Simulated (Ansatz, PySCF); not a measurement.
Reaction (SMILES): C=C=O + 4 [H][H] (H2) → 2 C (CH4) + O (H2O)
Each molecule is optimised on its own at B3LYP-D3(BJ)/def2-TZVP (Ansatz, a first-principles code).

Wanted: energy of full hydrogenation (enthalpy at 298 K, with B3LYP-D3(BJ) rigid-rotor harmonic-oscillator terms from PySCF), in kcal/mol. Correlated levels leave the core frozen unless marked. No spin-orbit coupling. Non-relativistic. CBS marks a two-point X^-3 extrapolation of the correlation energy; Hartree-Fock from the larger set.

From measured enthalpies of formation at 298 K: -81.8 kcal/mol (C=C=O -11.6, ATcT 1.112; [H][H] (H2) 0.0, ATcT 1.112; C (CH4) -17.8, ATcT 1.112; O (H2O) -57.8, ATcT 1.112). It holds spin-orbit effects, which the calculations lack, and core correlation, which the frozen-core levels lack.

| level | program | energy of full hydrogenation (kcal/mol) | error against measurement |
|---|---|---|---|
| r2SCAN/def2-TZVPD | Ansatz | -77.0 | 4.8 |
| PBE0/6-31G* | Ansatz | -81.2 | 0.6 |
| PBE0/def2-TZVPD | Ansatz | -84.9 | -3.1 |
| BHLYP-D3(BJ)/def2-TZVPD | Ansatz + dftd3 | -85.7 | -3.9 |
| HSE06-D3(BJ)/def2-TZVPD | Ansatz + dftd3 | -84.8 | -3.0 |
| CAM-B3LYP/def2-TZVPD | Ansatz | -82.0 | -0.2 |
| LC-wPBE/def2-TZVPD | Ansatz | -87.4 | -5.6 |
| wB97M-V/def2-TZVPD | Ansatz | -80.4 | 1.4 |
| B2PLYP/def2-TZVPD | Ansatz | -76.7 | 5.1 |
| MP2/STO-3G | Ansatz | -65.9 | 15.9 |
| RI-MP2/aug-cc-pVQZ | Ansatz | -82.0 | -0.2 |
| SCS-MP2/aug-cc-pVDZ | Ansatz | -83.8 | -2.0 |
| CCSD/cc-pVQZ | Ansatz | -85.4 | -3.6 |
| CCSD/CBS(cc-pVTZ,cc-pVQZ) | Ansatz | -86.1 | -4.3 |
| CCSD(T)/CBS(cc-pVTZ,cc-pVQZ) | Ansatz | -82.6 | -0.8 |
